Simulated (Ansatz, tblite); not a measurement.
Forces on TaO₄ at its r2SCAN-D4/def2-SVP geometry. Charge 0, multiplicity 2.

In the def2 sets Ta takes a core potential; there is no spin–orbit coupling. The xTB rows come from tblite. The structure holds 2 bonds between oxygen atoms, so isomers without such links may lie far lower. No other spin state of charge 0 was run. Another isomer (doublet) lies 3.33 eV lower at PBE0-D4/def2-TZVP; other spin states weren't run for this one.

GFN1-xTB (tblite), largest force 3.48 eV/Å:

```xyz
5
positions Å, forces eV/Å
Ta    0.004    0.001    0.001   -0.029   -0.003   -0.005
O    -0.221    0.039    1.933   -0.317    2.203   -2.673
O    -0.783    1.227    1.290    1.183   -3.275   -0.055
O     0.073   -1.219   -1.512    1.009    3.248    0.730
O     0.928   -0.049   -1.711   -1.845   -2.172    2.003
```

GFN2-xTB (tblite), largest force 3.23 eV/Å:

```
Ta -0.016 -0.001 -0.003
O -0.970 2.289 -2.057
O 1.403 -2.821 0.699
O 1.610 2.782 0.239
O -2.027 -2.250 1.123
```

PBE-D4/def2-TZVP (Ansatz), largest force 0.25 eV/Å:

```
Ta 0.001 0.001 0.005
O 0.109 -0.159 0.159
O -0.141 0.199 -0.059
O -0.154 -0.197 -0.036
O 0.185 0.156 -0.070
```
